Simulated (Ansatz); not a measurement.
(1) Predict a relaxed structure of n-SiSiSiSiSiH12 (Si₅H₁₂), charge 0, singlet, at r2SCAN-D4/def2-SVP (Ansatz).

## Answers

(1) 
```csv
atom,x (Å),y (Å),z (Å)
Si1,-0.5385,2.0385,1.5870
Si2,-1.7400,0.1408,0.9057
Si3,-1.2803,-0.2686,-1.3615
Si4,1.0534,-0.2817,-1.6307
Si5,1.9917,-1.7363,-0.0456
H6,-0.8496,3.1826,0.6759
H7,-0.8805,2.4302,2.9893
H8,0.9279,1.7582,1.5096
H9,-3.2054,0.3499,1.1293
H10,-1.3045,-1.0406,1.7167
H11,-1.9047,0.8030,-2.2011
H12,-1.8401,-1.5921,-1.7837
H13,1.5792,1.1026,-1.4058
H14,1.4347,-0.7101,-3.0136
H15,1.7302,-1.2141,1.3307
H16,1.3580,-3.0853,-0.1674
H17,3.4685,-1.8771,-0.2346
```
Point group C2 (tolerance 0.1 Å). This is one stationary point.

Another isomer (singlet) lies 0.16 eV lower at PBE0-D4/def2-TZVP; other spin states weren't run for this one.
